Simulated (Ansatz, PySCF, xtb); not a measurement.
Pair of molecules: C2H2 (SMILES C#C) (first 4 atoms) with CH2O (SMILES C=O); geometry from B3LYP-D3(BJ)/def2-TZVP, rigid monomers moved along the line of their centres of mass till H4···O6 is 2.02 Å.
(charge 0, multiplicity 1):
```csv
atom,x (Å),y (Å),z (Å)
C,0.4486,0.0475,-0.6377
C,-0.2297,-0.0232,0.3473
H,1.0422,0.1093,-1.5169
H,-0.8198,-0.0847,1.2355
C,0.3422,0.0563,3.5055
O,-0.8248,-0.0761,3.2520
H,1.1055,0.1387,2.7097
H,0.7077,0.1020,4.5479
```

Counterpoise-corrected where a basis set is named; no monomer relaxation. Rows marked so take none.

Rows in 6-31G* carry no dispersion term and start afresh at each structure (6-31G* with six Cartesian d functions).

Codes used: Ansatz (Gaussian orbitals); PySCF for 6-31G* rows, the dispersion terms; xtb for the GFN methods. Each number belongs to the level named beside it.

### Question
One of these levels gives -117.7 meV for the interaction energy. Which one is it?
A) PBE-D3(BJ)/def2-TZVPPD
B) B3LYP/6-31G* (no counterpoise)
C) GFN2-xTB

### Answer
A, PBE-D3(BJ)/def2-TZVPPD. The others give -32.7 (GFN2-xTB), -131.1 (B3LYP/6-31G* (no counterpoise))

Ansatz is a quantum-chemistry and plane-wave program.
